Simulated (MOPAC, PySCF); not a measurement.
C2H2O, SMILES `C#CO`, neutral singlet in the gas phase. 

Cartesian coordinates (Å):
```xyz
5

C      1.0215    -0.3164     0.5747
C     -0.0100     0.1606     0.1972
O     -1.0946     0.7530    -0.2294
H      1.9314    -0.7456     0.9105
H     -1.8484     0.1484    -0.1944
```
Charge 0, multiplicity 1.

All levels are single points at this geometry (B3LYP-D3(BJ)/def2-TZVP); Pople sets use spherical d functions. Orbital energies aren't observables, and empty levels follow the basis.

PBE/6-31G* in PySCF gives dipole (D) = 1.83.

**Question.** Estimate the dipole (D) from each of these levels: PBE-D3(BJ)/def2-TZVP in PySCF; ωB97X-D3(BJ)/def2-TZVP in PySCF; HF/STO-3G in PySCF; PM6 in MOPAC; PM7 in MOPAC.

**Answer.** 
| level | dipole (D) |
|---|---|
| PBE-D3(BJ)/def2-TZVP in PySCF | 1.77 |
| ωB97X-D3(BJ)/def2-TZVP in PySCF | 1.74 |
| HF/STO-3G in PySCF | 1.54 |
| PM6 in MOPAC | 1.70 |
| PM7 in MOPAC | 1.64 |
